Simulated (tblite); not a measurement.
Species: C₄H₉BBrN.
SMILES with atom numbers: `[CH3:1][C:2]#[N+:3][B-:4]([CH3:5])([CH3:6])[Br:7]` (hydrogens: H8, H9, H10 on C1; H11, H12, H13 on C5; H14, H15, H16 on C6)
Bond orders are those of one Lewis drawing.

Computed with GFN2-xTB (tblite), gas phase: L-BFGS steps from a force-field or distance-geometry start until the largest atomic force falls under 0.01 eV/Å.

Geometry at step 5:
```
atom  x, y, z in Å
C1      3.0709   -0.3611   -0.0546
C2      1.6620   -0.2169    0.1240
N3      0.5261   -0.1043    0.2699
B4     -0.9597    0.0500    0.4249
C5     -1.6978   -1.0863   -0.4382
C6     -1.3825    1.5284   -0.0371
Br7    -1.3631   -0.2039    2.3959
H8      3.5471   -0.5613    0.8999
H9      3.5040    0.5451   -0.4662
H10     3.2913   -1.1844   -0.7246
H11    -1.4903   -0.9842   -1.5035
H12    -2.7745   -0.9936   -0.3189
H13    -1.4270   -2.0926   -0.1294
H14    -1.1642    1.7031   -1.0883
H15    -2.4535    1.6611    0.0861
H16    -0.8964    2.3101    0.5488
```

**Question.** Give the atomic forces at this geometry.

**Answer.** 
| atom | Fx (eV/Å) | Fy (eV/Å) | Fz (eV/Å) |
| --- | --- | --- | --- |
| C1 | -0.143 | 0.041 | 0.077 |
| C2 | -0.013 | -0.002 | 0.007 |
| N3 | -0.171 | 0.008 | 0.088 |
| B4 | 0.118 | -0.037 | 0.107 |
| C5 | -0.026 | -0.234 | -0.227 |
| C6 | 0.101 | 0.406 | -0.023 |
| Br7 | 0.252 | -0.040 | 0.063 |
| H8 | -0.009 | -0.036 | 0.227 |
| H9 | -0.055 | 0.201 | -0.075 |
| H10 | -0.079 | -0.185 | -0.151 |
| H11 | 0.035 | -0.077 | 0.006 |
| H12 | -0.042 | -0.015 | 0.026 |
| H13 | 0.029 | -0.112 | -0.045 |
| H14 | 0.067 | 0.065 | -0.045 |
| H15 | -0.073 | 0.004 | 0.036 |
| H16 | 0.009 | 0.014 | -0.072 |

The largest, 0.42 eV/Å, acts on C6; the rms over all components is 0.117 eV/Å. The forces sum to zero within rounding, as they must for an isolated molecule in no field.

**Question.** Give the force on C6 in Eh/bohr and in nN.

**Answer.** 0.419 eV/Å ÷ 51.422 = 0.00815 Eh/bohr, and 0.419 eV/Å × 1.602 = 0.67 nN.

**Question.** How far is this geometry from the end of the optimisation?

**Answer.** 0.060 eV above it, and 0.119 Å rms away after alignment. The bonds farthest from their final lengths, with half the difference of the two atoms' forces along the bond (positive lengthens):

```
  bond  now (Å)  final (Å)  force along bond (eV/Å)
B4–Br7    2.028      2.043                    -0.03
 B4–C6    1.606      1.621                    +0.22
 B4–C5    1.607      1.620                    +0.19
 N3–B4    1.502      1.488                    -0.14
C1–H10    1.084      1.090                    +0.16
 C1–H8    1.085      1.091                    +0.10
```

The angle farthest from its final value is N3–B4–Br7, 106.5° against 100.9°.

Of the 4 listed bonds off by 0.010 Å or more, this force points towards the final length in 3.

The cost below is that of the whole relaxation. On an Arm Neoverse V1 with one thread, no GPU, shared host with 32 logical CPUs at a one-minute load of 20, this took 0.37 s of wall time.
